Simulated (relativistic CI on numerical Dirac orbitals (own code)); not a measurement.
Magnetism of W4+, 5d2, in a crystal field

Calculated by Dirac-Coulomb-Breit CI, orbitals from a KLI potential per configuration, a model potential for QED, valence Slater integrals scaled by 0.7, one configuration in a parametric crystal field (own radial code).

Field parameters in Wybourne normalisation: Td as Oh with Dq negative (B⁴₀ = 21Dq, B⁴₄ = √(5/14) B⁴₀). The field is a parameter set, without covalency.

S is read from ⟨S²⟩ = S(S + 1).

Powder χT (cm³ K mol⁻¹) by Van Vleck's formula, with temperature-independent terms:

| Field | 2 K | 5 K | 10 K | 20 K | 50 K | 100 K | 200 K | 300 K |
| --- | --- | --- | --- | --- | --- | --- | --- | --- |
| Td, 10Dq = -3800 cm⁻¹ | 0.00198 | 0.00288 | 0.00437 | 0.00734 | 0.0163 | 0.0312 | 0.0609 | 0.0907 |
| Td, 10Dq = -6800 cm⁻¹ | 0.0464 | 0.047 | 0.0481 | 0.0503 | 0.0568 | 0.0677 | 0.0895 | 0.111 |
| Td, 10Dq = -9800 cm⁻¹ | 0.159 | 0.16 | 0.16 | 0.162 | 0.168 | 0.177 | 0.194 | 0.212 |
| Td, 10Dq = -12850 cm⁻¹ | 0.276 | 0.277 | 0.278 | 0.279 | 0.283 | 0.291 | 0.306 | 0.32 |
| Td, 10Dq = -15850 cm⁻¹ | 0.374 | 0.374 | 0.375 | 0.376 | 0.38 | 0.386 | 0.399 | 0.411 |
| Td, 10Dq = -18900 cm⁻¹ | 0.454 | 0.455 | 0.455 | 0.456 | 0.459 | 0.465 | 0.476 | 0.486 |

(1) For Td, 10Dq = -15850 cm⁻¹: what effective moment follows at 300 K?

Answers

(1) μ_eff = √(8χT) = 1.81 μB. The ground level has S = 0.99; the spin-only moment for S = 1 is 2.83 μB. The difference comes from the orbital moment, spin-orbit mixing of terms and temperature-independent paramagnetism, all larger in this ionic model than in covalent complexes.
